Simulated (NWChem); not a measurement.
CH₄F₂Si; SMILES F[SiH](C)F

```xyz
8

Si    -0.0002    -0.0644     0.3359
C     -0.0006     1.6903    -0.2370
F     -1.2958    -0.8298    -0.2564
F      1.2953    -0.8297    -0.2570
H      0.0002    -0.2473     1.8062
H     -0.8919     2.2208     0.1318
H      0.8925     2.2203     0.1284
H     -0.0026     1.7369    -1.3368
```
Atoms are numbered in this order, from 1.

All runs: NWChem. Geometry optimised at PBE0/def2-SVP; all other runs use it. Pople sets run with spherical d functions.

```tsv
quantity	level	value
highest occupied level (eV)	PBE/6-31G*	…
charge (e), Mulliken Si1	Hartree-Fock/6-31G*	1.47
isotropic polarisability (bohr³) at 589 nm	B3LYP/def2-SVPD	38.8
cavity-dispersion-structure term (kcal/mol) in 1,4-dioxane	B3LYP/6-31G*, SMD	…
dipole (D)	PBE0/def2-SVP	…
highest harmonic frequency (cm⁻¹)	PBE0/def2-SVP	3175
```

Complete the blanks.


- highest occupied level (eV), value: -7.67
- cavity-dispersion-structure term (kcal/mol) in 1,4-dioxane, value: 1.0
- dipole (D), value: 2.27
